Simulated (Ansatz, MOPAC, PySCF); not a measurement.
Noncovalent pair: H2O (SMILES O) (first 3 atoms) with SO2 (SMILES O=S=O); geometry from B3LYP-D3(BJ)/def2-TZVP, rigid monomers moved along the line of their centres of mass till O1···S5 is 2.44 Å.
(charge 0, multiplicity 1):
```xyz
6

O      0.50567    -0.09015     0.61050
H      0.60674     0.85034     0.42236
H     -0.36268    -0.33460     0.26938
O     -1.11916    -0.66564     2.91261
S      0.23312    -0.18289     3.03336
O      0.43289     1.23841     3.16102
```

Counterpoise-corrected where a basis set is named; no monomer relaxation.

Rows in 6-31G* carry no dispersion term and start afresh at each structure (6-31G* with six Cartesian d functions). The state that PM3 reach isn't checked.

The values were computed with Ansatz (Gaussian orbitals); MOPAC for PM3 (differences of heats of formation); PySCF for 6-31G* rows, the dispersion terms. Each number belongs to the level named beside it.

Problem. One of these levels gives -1.73 kcal/mol for the interaction energy. Which one is it?
(A) PM3
(B) B3LYP/6-31G*
(C) PBE-D3(BJ)/def2-TZVPPD
(D) B3LYP/def2-TZVPPD

Solution. D, B3LYP/def2-TZVPPD. The others give 2.11 (PM3), -3.91 (PBE-D3(BJ)/def2-TZVPPD), -2.81 (B3LYP/6-31G*)

Ansatz is an electronic-structure program.
